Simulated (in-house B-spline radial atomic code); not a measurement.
A calculation on Bi⁸⁺ (with a hole in an inner shell): its settings, and results tabulated from the run. Computed with a radial B-spline atomic code at the basis-set limit: Dirac-Hartree-Fock, average of configuration, Fermi nucleus of rms radius 5.5211 fm.

Command:
```bash
python run_scf.py task.json out
```
Settings (nuclear radius in fm, mass in u):
```
Z                83
configuration    1s1 2s2 2p6 3s2 3p6 3d10 4s2 4p6 4d10 4f14 5s2 5p6 5d8
hamiltonian      dirac
method           hf
spin_polarised   False
nucleus          fermi
rms_radius       5.5211
atomic_mass      208.9804
speed_of_light   137.035999084
```

Output (hartree, bohr):
```
 radial grid: 66 intervals, B-splines of order 8, outer radius 16.6667 bohr

 iter        energy (Eh)    residual
    1      -18188.653188    1.29e+00
    2      -18199.561013    4.93e-01
    3      -18203.568205    8.80e-02
    4      -18203.709382    2.86e-02
    5      -18203.718064    8.00e-03
    6      -18203.719355    3.44e-03
    7      -18203.719461    1.77e-04
    8      -18203.719461    1.17e-05
    9      -18203.719461    4.00e-07

 total energy                    -18203.71946
 kinetic                           20950.3750
 electron-nucleus                 -46461.5099
 electron-electron                  7307.4154

 first-order corrections (not in the total)
   Gaunt                            15.2611
   retardation                      -2.0464
   frequency dependence             -0.3304
   self-energy                      13.6563
   Uehling                          -2.8429
   Wichmann-Kroll                    0.1330
   recoil                            0.0302

 orbital      occ     eigenvalue          <r>       <r^2>       <1/r>       <r^4>     <1/r^3>       r_max    small
 1s1/2      1.000     -3406.7733    0.0157616 0.000345534     103.462  3.8903e-07           -    0.009628  1.01e-01
 2s1/2      2.000      -625.0856     0.065131  0.00509167     25.9764 4.57979e-05           -     0.05597  2.39e-02
 2p1/2      2.000      -604.1713    0.0531867  0.00355036     25.8793 2.65351e-05           -     0.04066  2.38e-02
 2p3/2      4.000      -515.1118    0.0622138  0.00471413     20.4693 4.36614e-05     25174.1     0.04847  2.09e-02
 3s1/2      2.000      -157.7547     0.168827   0.0327629     9.53463  0.00162832           -      0.1569  8.07e-03
 3p1/2      2.000      -147.3067     0.159045   0.0295717     9.44187  0.00139241           -      0.1456  8.01e-03
 3p3/2      4.000      -127.0533     0.175367   0.0357439     8.02812  0.00200753     6031.71      0.1612  7.16e-03
 3d3/2      4.000      -108.8298     0.152171   0.0271873     7.92259  0.00130849      1066.5       0.125  7.04e-03
 3d5/2      6.000      -104.5218     0.157164   0.0288733     7.60676   0.0014596     862.724      0.1293  6.80e-03
 4s1/2      2.000       -41.3456     0.371529    0.155833     4.04282   0.0349058           -      0.3518  2.78e-03
 4p1/2      2.000       -36.5750     0.371186    0.156776     3.93949   0.0361956           -      0.3482  2.69e-03
 4p3/2      4.000       -31.4830     0.403877    0.185326     3.47151   0.0504653     1505.99      0.3788  2.39e-03
 4d3/2      4.000       -23.3669     0.406621    0.190825     3.27717   0.0570542     244.178      0.3693  2.18e-03
 4d5/2      6.000       -22.3911     0.417359    0.200802     3.16748   0.0630558     193.105      0.3789  2.10e-03
 4f5/2      6.000       -11.6980     0.423027     0.21215     2.84598   0.0843912     43.6394      0.3331  1.74e-03
 4f7/2      8.000       -11.4708     0.428788     0.21784     2.80438   0.0888671     41.3033      0.3375  1.71e-03
 5s1/2      2.000       -11.1935      0.81482     0.74129     1.69241    0.776424           -      0.7597  7.59e-04
 5p1/2      2.000        -9.3709     0.855664    0.820864     1.59163    0.968704           -      0.7885  6.89e-04
 5p3/2      4.000        -8.3231     0.928354    0.964925      1.4319     1.33294      294.26      0.8559  6.00e-04
 5d3/2      3.200        -5.5675      1.06793     1.28959      1.2224     2.48676     38.2168      0.9545  4.58e-04
 5d5/2      4.800        -5.4176      1.09623     1.35777     1.18477     2.74985      29.851      0.9802  4.36e-04
```

Time taken, with all properties: 1.3 s on 1 thread of Arm Neoverse V1, on a shared host.

For the Dirac Hamiltonian the kinetic term is c α·p + (β - 1)c².
